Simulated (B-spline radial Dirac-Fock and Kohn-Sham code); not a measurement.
**Sn⁵⁺: eigenvalues, ΔSCF and the reference**

System: tin as Sn⁵⁺, 1s2 2s2 2p6 3s2 3p6 3d10 4s2 4p6 4d9.

The density-functional columns are spherical, spin-unpolarised Dirac-Kohn-Sham results without Breit or QED terms: −ε is minus the orbital energy of the initial state and ΔSCF the difference of two total energies. The reference in the last column comes from Dirac-Fock energy differences between relaxed states, corrected for Breit and QED terms. All numbers are from a radial B-spline solver, in eV; a selection of levels is shown. The Kohn-Sham columns are given as differences from the reference. For the 1s level of heavy atoms much of the gap between ΔSCF and the reference is the Breit and QED part, -96.0 eV here; for other levels the error of the functional can be larger.

| level | PBE −ε − DF | PBE ΔSCF − DF | LDA −ε − DF | LDA ΔSCF − DF | Dirac-Fock |
| --- | --- | --- | --- | --- | --- |
| K | -218.1 | +121.8 | -252.0 | +86.9 | 29276.5 |
| L1 | -107.9 | -46.0 | -111.9 | -49.8 | 4548.4 |
| L2 | -82.1 | -5.4 | -83.4 | -6.7 | 4234.2 |
| L3 | -85.2 | -12.9 | -86.2 | -13.9 | 4006.7 |
| M1 | -54.8 | -32.0 | -56.0 | -33.1 | 963.5 |
| M2 | -44.2 | -20.8 | -44.5 | -21.0 | 835.8 |
| M3 | -43.8 | -21.1 | -44.0 | -21.3 | 793.3 |
| M4 | -27.2 | -2.3 | -26.7 | -1.9 | 569.6 |
| N1 | -22.6 | -11.0 | -22.7 | -11.2 | 219.1 |
| N2 | -17.3 | -6.1 | -17.2 | -6.0 | 174.6 |
| N3 | -17.3 | -6.3 | -17.3 | -6.3 | 166.8 |
| N4,5 | -8.5 | +1.4 | -8.3 | +1.6 | 95.02 |

Values without a named source are computed, but for edge energies of neutral atoms, which are taken from tables.
